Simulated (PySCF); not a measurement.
# Selenium: a sound run and one with changed settings

Sound run: Se²⁺ [Ar] 3d10 4s2 4p2, Se³⁺ [Ar] 3d10 4s2 4p1. Computed with PySCF 2.14 in cc-pVDZ-DK (5s4p2d, 27 functions), with scalar relativity by spin-free X2C-1e. In the sound run the correlated levels freeze [Ar] 3d10. The sound run starts from symmetry-adapted Hartree-Fock orbitals and uses a fine grid where one is needed.

Changed run: the non-relativistic Hamiltonian (point nucleus). This setting is unsound on purpose.

```json
{"species": "Se²⁺", "method": "UHF", "sound run (hartree)": "-2426.88035", "changed run (hartree)": "-2381.94666", "converged": "yes"}
{"species": "Se²⁺", "method": "M06-L", "sound run (hartree)": "-2428.48781", "changed run (hartree)": "-2383.55444", "converged": "yes"}
{"species": "Se²⁺", "method": "LDA", "sound run (hartree)": "-2424.96068", "changed run (hartree)": "-2380.03336", "converged": "yes"}
{"species": "Se²⁺", "method": "MP2", "sound run (hartree)": "-2426.92372", "changed run (hartree)": "-2381.99091", "converged": "yes"}
{"species": "Se²⁺", "method": "CCSD(T)", "sound run (hartree)": "-2426.94080", "changed run (hartree)": "-2382.00906", "converged": "yes"}
{"species": "Se³⁺", "method": "UHF", "sound run (hartree)": "-2425.74259", "changed run (hartree)": "-2380.81335", "converged": "yes"}
{"species": "Se³⁺", "method": "M06-L", "sound run (hartree)": "-2427.34075", "changed run (hartree)": "-2382.41110", "converged": "yes"}
{"species": "Se³⁺", "method": "LDA", "sound run (hartree)": "-2423.79396", "changed run (hartree)": "-2378.87104", "converged": "yes"}
{"species": "Se³⁺", "method": "MP2", "sound run (hartree)": "-2425.77667", "changed run (hartree)": "-2380.84826", "converged": "yes"}
{"species": "Se³⁺", "method": "CCSD(T)", "sound run (hartree)": "-2425.79258", "changed run (hartree)": "-2380.86543", "converged": "yes"}
```

Ionisation energy of Se²⁺:

```tsv
method	sound run (eV)	changed run (eV)
UHF	30.960	30.839
M06-L	31.213	31.112
LDA	31.748	31.628
MP2	31.213	31.093
SCS-MP2	31.150	31.029
CCSD	31.239	31.114
CCSD(T)	31.245	31.120
```

Most of the change in total energy is the relativistic energy itself. On top of that the contraction fixes the core shape for the Hamiltonian it was made with, so the changed run is not a good calculation with the other Hamiltonian either.

For comparison, NIST gives 31.697 ± 0.019 eV between the lowest levels.
